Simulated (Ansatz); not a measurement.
The same path of F$_{2}$GeH$_{2}$ (5 atoms, charge 0, multiplicity 1) was run twice with different band settings. Lost on the way: Ge1–H2, Ge1–F3. Made: H2–F3.

Method: RKS r2SCAN-D4/def2-SVP in Ansatz.

Relaxed end points:

```xyz
5
Properties=species:S:1:pos:R:3
Ge 0.202 0.058 0.241
H 0.211 -0.064 1.763
F 1.844 0.011 -0.305
H -0.475 1.262 -0.409
F -0.529 -1.373 -0.402
```

```xyz
5
Properties=species:S:1:pos:R:3
Ge -0.594 0.641 0.643
H 1.100 -0.793 0.336
F 1.570 0.009 0.610
H -0.387 1.170 -0.856
F -0.435 -1.132 0.154
```

Common settings: movable images 7; climbing image yes; spring 5.0 eV/Å²; optimiser quadratic models (default); start path through a guess of the saddle point; iteration limit 60; end points relaxed.

| run | force threshold |
| --- | --- |
| 1 | 0.05 eV/Å |
| 2 | 0.5 eV/Å |

What does each run give, and how far can it be trusted?

Run 1: converged after 12 iterations, highest image 2.540 eV above the first end. Neighbouring images differ by up to 1.2 eV, so the band resolves the path poorly. A vibrational analysis at the climbing image gives one clearly imaginary mode, 1191i cm⁻¹: a first-order saddle point.
Run 2: converged after 10 iterations, highest image 2.542 eV above the first end. The threshold of 0.5 eV/Å is loose, so the images may lie well off the minimum-energy path. Neighbouring images differ by up to 1.2 eV, so the band resolves the path poorly. Another band between the same ends (7 images) ends at a top of the same energy, where a vibrational analysis finds 1 clearly imaginary mode.
The orbitals stay closed-shell, which can raise the energy where a bond breaks towards radicals; this wasn't checked here.
